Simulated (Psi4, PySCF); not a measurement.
Interaction energy of C2H2 ··· COS (SMILES C#C and O=C=S). Monomers: optimised at B3LYP-D3(BJ) (def2-TZVP), held rigid. Orientation: lowest of the rigid-body minima from ten starts at GFN2-xTB. The monomers approach along the line of their centres of mass (distance R); nothing else relaxes.

Methods: RKS-B3LYP/LANL2DZ = PySCF 2.14.0 with restricted B3LYP/LANL2DZ, with its core potentials past Ne, no counterpoise correction; RHF/STO-3G = restricted Hartree-Fock/STO-3G, no counterpoise correction run with PySCF 2.14.0; RMP2/6-31G* = PySCF with restricted MP2 (frozen core)/6-31G*, spherical d, no counterpoise correction; SAPT0/jun-cc-pVDZ, frozen core (Psi4).

Interaction energies in kJ/mol; the last columns give the difference from SAPT0:

```
R / Å  RKS-B3LYP/LANL2DZ  RHF/STO-3G  RMP2/6-31G*  SAPT0/jun-cc-pVDZ  RKS-B3LYP/LANL2DZ − SAPT0/jun-cc-pVDZ  RHF/STO-3G − SAPT0/jun-cc-pVDZ  RMP2/6-31G* − SAPT0/jun-cc-pVDZ
-----  -----------------  ----------  -----------  -----------------  -------------------------------------  ------------------------------  -------------------------------
2.84               26.90       24.73        13.11              15.40                                  11.50                            9.33                            -2.30
3.02               11.45       10.06         0.62               2.91                                   8.54                            7.15                            -2.29
3.24                2.41        2.07        -5.67              -3.82                                   6.23                            5.89                            -1.85
3.41               -0.63       -0.40        -7.10              -5.63                                   5.00                            5.24                            -1.46
3.61               -2.04       -1.43        -7.01              -5.97                                   3.93                            4.54                            -1.05
3.82               -2.33       -1.59        -6.07              -5.41                                   3.08                            3.82                            -0.67
4.13               -1.99       -1.33        -4.36              -4.17                                   2.18                            2.84                            -0.19
4.42               -1.52       -1.02        -2.98              -3.11                                   1.59                            2.09                             0.13
4.94               -0.88       -0.62        -1.44              -1.79                                   0.91                            1.17                             0.36
5.64               -0.44       -0.34        -0.60              -0.87                                   0.43                            0.53                             0.27
6.61               -0.21       -0.16        -0.24              -0.35                                   0.14                            0.19                             0.11
7.88               -0.09       -0.07        -0.08              -0.12                                   0.04                            0.05                             0.04
```

RKS-B3LYP/LANL2DZ is furthest from SAPT0/jun-cc-pVDZ at 2.84 (11.50 kJ/mol, above); its mean absolute difference over the points is 3.63 kJ/mol.

RHF/STO-3G is furthest from SAPT0/jun-cc-pVDZ at 2.84 (9.33 kJ/mol, above); its mean absolute difference over the points is 3.57 kJ/mol.

RMP2/6-31G* is furthest from SAPT0/jun-cc-pVDZ at 2.84 (-2.30 kJ/mol, below); its mean absolute difference over the points is 0.89 kJ/mol.
